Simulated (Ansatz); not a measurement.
`C[SiH2]BO[SiH3]`. Charge 0, multiplicity 1. The geometry is a stationary point of PBE0-D4/def2-TZVP. It is one conformer, not always the lowest.

```xyz
14

C    -1.675   -1.477    1.722
Si   -0.178   -1.466    0.584
B    -0.030    0.267   -0.467
O     1.179    0.806   -0.734
Si    1.628    2.160   -1.581
H    -1.589   -0.703    2.488
H    -1.779   -2.441    2.225
H    -2.590   -1.290    1.155
H    -0.320   -2.576   -0.409
H     1.061   -1.743    1.368
H    -1.014    0.832   -0.891
H     0.424    2.855   -2.104
H     2.379    3.046   -0.660
H     2.504    1.730   -2.697
```

Task: What is the dipole moment at ωB97M-V/def2-TZVPP? (An estimate is asked.)

Result: Computed: 1.24 D, with components (-0.23, 1.20, -0.25) D in this frame, pointing from negative to positive charge.

Task: And with PBE, r2SCAN, B3LYP? (Estimate.)

Result: Ansatz gave: PBE 1.22 D, r2SCAN 1.20 D, B3LYP 1.25 D.

Task: Give the Mulliken charges with ωB97M-V, B3LYP, PBE in def2-TZVPP. (Best estimate.)

Result: The calculation gave: 
```tsv
atom	ωB97M-V	B3LYP	PBE
C1	-0.46	-0.39	-0.38
Si2	0.13	0.19	0.13
B3	0.08	0.15	0.13
O4	-0.28	-0.28	-0.20
Si5	0.29	0.40	0.34
H6	0.12	0.10	0.10
H7	0.12	0.10	0.11
H8	0.12	0.10	0.11
H9	-0.05	-0.09	-0.07
H10	-0.04	-0.09	-0.08
H11	0.03	-0.01	-0.02
H12	-0.02	-0.07	-0.06
H13	-0.02	-0.06	-0.05
H14	-0.02	-0.06	-0.05
```

B3LYP here is the variant with VWN-RPA as its local correlation; programs differ in this.
